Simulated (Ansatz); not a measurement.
```yaml
crystal:
  periodic: [false, false, false]
  atoms:
    - {symbol: C, position_ang: [-1.051342, -3.244938, -1.345871]}
    - {symbol: C, position_ang: [-1.252757, -1.813638, -0.973316]}
    - {symbol: O, position_ang: [-2.280453, -1.210429, -1.017176]}
    - {symbol: O, position_ang: [-0.070834, -1.238811, -0.603995]}
    - {symbol: B, position_ang: [0.041159, -0.051154, 0.070706]}
    - {symbol: O, position_ang: [-0.884380, 0.275603, 1.027202]}
    - {symbol: C, position_ang: [-1.185430, 1.550004, 1.413233]}
    - {symbol: C, position_ang: [-1.939480, 1.548385, 2.701406]}
    - {symbol: O, position_ang: [-0.901739, 2.507980, 0.762270]}
    - {symbol: O, position_ang: [1.190151, 0.687345, -0.042069]}
    - {symbol: C, position_ang: [1.931162, 0.801009, -1.182986]}
    - {symbol: C, position_ang: [3.285315, 1.351930, -0.881752]}
    - {symbol: O, position_ang: [1.505770, 0.523242, -2.261804]}
    - {symbol: H, position_ang: [-0.325447, -3.306025, -2.159266]}
    - {symbol: H, position_ang: [-1.997506, -3.683323, -1.651708]}
    - {symbol: H, position_ang: [-0.634740, -3.793275, -0.498496]}
    - {symbol: H, position_ang: [-1.342812, 1.067992, 3.479524]}
    - {symbol: H, position_ang: [-2.851543, 0.959753, 2.583273]}
    - {symbol: H, position_ang: [-2.183707, 2.567968, 2.987323]}
    - {symbol: H, position_ang: [3.855985, 1.451718, -1.801167]}
    - {symbol: H, position_ang: [3.805124, 0.694962, -0.181400]}
    - {symbol: H, position_ang: [3.178205, 2.323602, -0.395329]}
basis:
  gaussian: {orbitals: cc-pVTZ, fitting: {mean_field: def2-universal-jkfit}, point_charges: [{charge: 2.00, position_ang: [8.266, -0.895, 0.699]}]}
hamiltonian: {xc: {name: HF}}
correlation: {active_space: {window: {electrons: 6, orbitals: 2}}}
scf: {lower_state_search: light}
output: {forces: true}
```

```sh
$ ansatz run in.yaml --threads 4 --pin off --events-out ev --progress --plain --max-ram 46080MiB --backend cuda --devices 0, --max-vram 37GiB
```

How does Ansatz answer? (An estimate is asked.)

The calculation gave: The run stopped with an error.
```
Functional definition: HF
1149 factors; integrals over basis functions are off by at most 9.4e-1 eV
mean field evaluation 1: about -19221.7464 eV, gradient 7.4e1 eV
mean field evaluation 2: about -19229.2429 eV, gradient 4.6e1 eV
mean field evaluation 4: about -19232.5264 eV, gradient 3.5e0 eV
mean field evaluation 8: about -19232.5654 eV, gradient 1.8e-4 eV
mean field -19232.56536822 eV, -706.7837409810 hartree, gradient 1.6e-6 eV, S^2 0.000000; 0 other end points of the search recorded, 0 dependent functions left out
reference -19232.56536822 eV, -706.7837409810 hartree; 49, 49 occupied and 467, 467 virtual orbitals, 1149 factors
Error: 6 electrons in 2 orbitals form no window around the highest filled level of the reference
```
